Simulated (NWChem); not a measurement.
System: CdF$_{2}$; SMILES [F][Cd][F]

Here is an NWChem input.

```
start job
memory heap 200 mb stack 900 mb global 1100 mb
geometry units angstroms noautoz
  Cd     0.000000     0.000000    -0.460144
  F      1.918585     0.000000    -0.460090
  F     -1.918585     0.000000    -0.460090
end
basis spherical
  * library def2-tzvp
end
ecp
  Cd library def2-ecp
end
dft
  xc b3lyp
  iterations 150
  mulliken
end
task dft energy
```

Geometry: optimised at PBE0/def2-SVP. def2 effective core potentials on Cd; no spin-orbit coupling.

**Question.** Give the results of this calculation. (B3LYP/def2-TZVP with def2 effective core potentials on Cd.) Quantities: energy (Ha); highest occupied level (eV); orbital gap (eV).

**Answer.** 
| Quantity | Result |
|---|---|
| energy (Ha) | -367.63 |
| highest occupied level (eV) | -9.82 |
| orbital gap (eV) | 7.03 |
